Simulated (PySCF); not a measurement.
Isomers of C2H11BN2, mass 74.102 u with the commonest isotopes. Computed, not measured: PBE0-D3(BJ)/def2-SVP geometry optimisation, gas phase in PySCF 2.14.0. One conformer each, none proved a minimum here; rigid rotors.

Problem. Order these by rotational constant A, largest first.
A. `[CH3:1][NH+:2]([CH3:3])[BH2-:4][NH2:5]` with C1–N2–B4–N5 58°, N2–B4–N5–H 114° and -118°
B. `[CH3:1][NH:2][BH2-:3][NH2+:4][CH3:5]` with C1–N2–B3–N4 103°, N2–B3–N4–C5 -179°
C. `[BH3-:1][NH2+:2][CH2:3][CH2:4][NH2:5]` with B1–N2–C3–C4 -174°, N2–C3–C4–N5 59°, C3–C4–N5–H -72° and 53°

Solution. B (13827 MHz), C (11525 MHz), A (7722 MHz).

Problem. Order these by rotational constant C, smallest first.
A. `[BH3-:1][NH2+:2][CH2:3][CH2:4][NH2:5]` with B1–N2–C3–C4 -174°, N2–C3–C4–N5 59°, C3–C4–N5–H -72° and 53°
B. `[CH3:1][NH+:2]([CH3:3])[BH2-:4][NH2:5]` with C1–N2–B4–N5 58°, N2–B4–N5–H 114° and -118°
C. `[CH3:1][NH:2][BH2-:3][NH2+:4][CH3:5]` with C1–N2–B3–N4 103°, N2–B3–N4–C5 -179°

Solution. C (2008 MHz), A (2184 MHz), B (2593 MHz).

Problem. Order these by out-of-plane moment Σ m c² = (Ia + Ib − Ic)/2, largest first.
A. `[CH3:1][NH:2][BH2-:3][NH2+:4][CH3:5]` with C1–N2–B3–N4 103°, N2–B3–N4–C5 -179°
B. `[BH3-:1][NH2+:2][CH2:3][CH2:4][NH2:5]` with B1–N2–C3–C4 -174°, N2–C3–C4–N5 59°, C3–C4–N5–H -72° and 53°
C. `[CH3:1][NH+:2]([CH3:3])[BH2-:4][NH2:5]` with C1–N2–B4–N5 58°, N2–B4–N5–H 114° and -118°

Solution. A (14.77 u·Å²), B (12.34 u·Å²), C (11.24 u·Å²).

```
          SMILES  point group  Ia (u·Å²)  Ib (u·Å²)  Ic (u·Å²)      κ  μa (D)  μb (D)  μc (D)
C[NH+](C)[BH2-]N           C1      65.45     151.90     194.86  -0.71    2.67    1.76    1.51
 [BH3-][NH2+]CCN           C1      43.85     212.24     231.42  -0.96    4.71    0.26    1.34
 CN[BH2-][NH2+]C           C1      36.55     244.63     251.65  -0.99    2.98    2.23    2.00
```
